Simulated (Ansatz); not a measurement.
The H–H spacing of H8 chain is stretched (multiplicity 1).
Geometry at rest (charge 0, multiplicity 1):
```xyz
8

H      0.00000     0.00000     0.00000
H      0.00000     0.00000     0.90000
H      0.00000     0.00000     1.80000
H      0.00000     0.00000     2.70000
H      0.00000     0.00000     3.60000
H      0.00000     0.00000     4.50000
H      0.00000     0.00000     5.40000
H      0.00000     0.00000     6.30000
```

Codes used: Ansatz (a quantum-chemistry and plane-wave program). Each number belongs to the level named beside it.

Natural occupations of CASSCF(8,8)/cc-pVTZ:

```json
[
 {"R (Å)": "0.900", "occupations": "1.983 1.975 1.956 1.909 0.103 0.042 0.020 0.011"},
 {"R (Å)": "1.800", "occupations": "1.765 1.718 1.626 1.463 0.552 0.378 0.275 0.222"},
 {"R (Å)": "3.600", "occupations": "1.079 1.068 1.051 1.030 0.970 0.950 0.932 0.921"}
]
```

Problem. Count the electrons that have left the 4 most occupied orbitals, and the effectively unpaired electrons Σ min(n, 2 − n).

Solution. 
- R = 0.900 Å: 0.18 electrons in the weakly occupied orbitals, 0.36 unpaired
- R = 1.800 Å: 1.43 electrons in the weakly occupied orbitals, 2.85 unpaired
- R = 3.600 Å: 3.77 electrons in the weakly occupied orbitals, 7.55 unpaired
Each bonding pair that breaks into one electron on either fragment adds two; pairs that stay whole add only the little that their own correlation moves into empty orbitals.
